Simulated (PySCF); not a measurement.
# Radial density of Se⁻ (selenium, charge -1)

B3LYP, [Ar] 3d10 4s2 4p5, 2P determinant. All numbers are calculated (PySCF 2.14, scalar relativity by spin-free X2C-1e, in x2c-TZVPPall with one added diffuse shell each of s, p, d type (7s6p5d1f, 57 functions)).

| r (bohr) | 4πr²ρ (e/bohr) | 4πr²(ρα − ρβ) |
| --- | --- | --- |
| 0.000664 | 0.2573 | 0.0000 |
| 0.00112 | 0.6341 | 0.0000 |
| 0.00188 | 1.557 | 0.0000 |
| 0.00316 | 3.717 | 0.0000 |
| 0.00532 | 8.380 | 0.0000 |
| 0.00894 | 17.23 | 0.0000 |
| 0.0150 | 30.35 | 0.0003 |
| 0.0253 | 41.20 | 0.0020 |
| 0.0426 | 39.06 | 0.0093 |
| 0.0716 | 34.62 | 0.0254 |
| 0.120 | 48.08 | 0.0286 |
| 0.203 | 38.07 | -0.0043 |
| 0.341 | 27.44 | 0.0523 |
| 0.573 | 29.86 | 0.0351 |
| 0.964 | 8.733 | 0.0821 |
| 1.62 | 3.910 | 0.4751 |
| 2.73 | 1.841 | 0.3071 |
| 4.59 | 0.3399 | 0.0431 |
| 7.71 | 0.02102 | -0.0002 |
| 13.0 | 5.266e-05 | 0.0000 |

Densities and radii are taken from the X2C orbitals without a picture-change correction, which distorts them close to the nucleus.

At B3LYP the highest occupied level has a positive energy, so only the finite basis holds that electron; in a semilocal or global hybrid functional this comes from self-interaction and does not mean that the real anion is unbound.

**Question.** Where is the radial spin density 4πr²(ρα − ρβ) most negative, and why is it negative at all?

**Answer.** Around r = 0.203 bohr, down to -0.0043 e/bohr: exchange with the open shell polarises the paired shells in an unrestricted calculation.
